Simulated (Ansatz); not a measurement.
Basis sets compared for Li₇Al₃⁺ (the lowest doublet isomer of a short search). The state is a doublet with charge 1. Geometry PBE0-D4/def2-SVP. Ansatz on 4 threads of Arm Neoverse V1 on a shared host; times are rough, and most runs start from earlier orbitals.

```xyz
10

Li    2.799    1.656   -0.281
Li   -0.572    2.451   -1.379
Li    1.594   -1.352    1.944
Li    0.855    2.159    2.319
Li   -2.463   -2.588   -1.340
Li   -1.717   -0.273    1.691
Li    0.895   -0.601   -2.157
Al   -0.365   -1.960    0.172
Al   -1.557   -0.070   -1.276
Al    0.531    0.577    0.306
```

The structure comes from a short search, and lower isomers may exist.

| level | functions | energy (Eh) | HOMO (eV) | LUMO (eV) | wall time |
| --- | --- | --- | --- | --- | --- |
| PBE-D4/def2-SVP | 117 | -779.0313 | -6.01 | -5.52 | 5.5 s |
| PBE0-D4/def2-SVP | 117 | -779.1235 | -6.51 | -4.90 | 8.5 s |

(1) Estimate the rows for PBE-D4/def2-TZVP (with forces), PBE0-D4/def2-TZVP.

## Answers

(1) 
```json
{"level": "PBE-D4/def2-TZVP (with forces)", "functions": "209", "energy (Eh)": "-779.3248", "HOMO (eV)": "-6.06", "LUMO (eV)": "-5.55", "wall time": "9 s"}
{"level": "PBE0-D4/def2-TZVP", "functions": "209", "energy (Eh)": "-779.4113", "HOMO (eV)": "-6.57", "LUMO (eV)": "-4.93", "wall time": "26 s"}
```
